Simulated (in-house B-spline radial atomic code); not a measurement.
Configurations of Sm4+, with energies counted from [Xe] 4f4. Method: scalar-relativistic (X2C) LDA exchange-only, spin-polarised, spherical fractional occupations, Fermi nucleus of rms radius 5.0819 fm. Calculated with an all-electron radial atomic-structure program (B-spline basis). Shells without spins written out take the highest spin.

Occupations are held fixed; configurations that lie above the ionisation limit could autoionise.

```csv
configuration,E - E(ref) (eV),highest orbital,its <r> (bohr)
"[Xe] 4f(2 up, 2 down)",3.4995,4f up,0.8481
[Xe] 4f3 5d1,18.493,5d up,1.939
[Kr] 4d10 4f4 5s2 5p5 5d1,25.945,5d up,1.967
[Xe] 4f3 5f1,40.204,5f up,3.321
"[Xe] 4f(2 up, 1 down) 6d(1 up, 0 down)",42.028,6d up,4.123
[Xe] 4f3 6f1,48.084,6f up,5.956
[Kr] 4d9 4f4 5s2 5p6 5d1,143.91,5d up,1.927
"[Kr] 4d(5 up, 4 down) 4f(1 up, 3 down) 5s2 5p6 5f(1 up, 0 down)",171.9,5f up,3.332
```

(1) Order these further configurations by energy, lowest first.
A. [Kr] 4d9 4f4 5s2 5p6 5f1
B. [Kr] 4d9 4f4 5s2 5p6 6d1
C. [Xe] 4f3 6s1
D. [Kr] 4d(4 up, 5 down) 4f(1 up, 3 down) 5s2 5p6 6p(0 up, 1 down)
E. [Xe] 4f3 6d1

(2) How far above the reference does [Kr] 4d9 4f4 5s2 5p6 6p1 lie?

(3) How far above the reference does [Xe] 4f(3 up, 1 down) lie?

(4) How far above the reference does [Kr] 4d(5 up, 4 down) 4f(0 up, 4 down) 5s2 5p6 5d(0 up, 1 down) lie?

Answers

(1) C (25.109 eV), E (40.1 eV), D (161.06 eV), B (165.71 eV), A (165.82 eV).

(2) 157.11 eV; its least bound orbital is 6p up with <r> = 3.223 bohr.

(3) 2.6249 eV; its least bound orbital is 4f down with <r> = 0.853 bohr.

(4) 148.12 eV; its least bound orbital is 5d down with <r> = 1.93 bohr.
